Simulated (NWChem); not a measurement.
System: GeClF3; SMILES [Cl][Ge]([F])([F])[F]

Computed with NWChem. Coordinates come from a PBE0/def2-SVP optimisation. Level B3LYP/def2-SVP: single points from the atomic guess with DIIS by default; each run changes one setting, and all converged runs end within 0.3 mHa of each other. cgmin counts macro-iterations, each dearer than a DIIS step.

Q: Which setting needs the most SCF iterations, or fails (defaults; quadratically convergent solver (cgmin); DIIS on 3 Fock matrices; level shift of 0.5 Ha throughout; no DIIS, 40 % damping; no level shifting)?

A: no DIIS, 40 % damping, with 17 against 7 for the defaults.
| setting | SCF iterations |
|---|---|
| defaults | 7 |
| DIIS on 3 Fock matrices | 8 |
| quadratically convergent solver (cgmin) | 5 |
| no DIIS, 40 % damping | 17 |
| level shift of 0.5 Ha throughout | 11 |
| no level shifting | 7 |
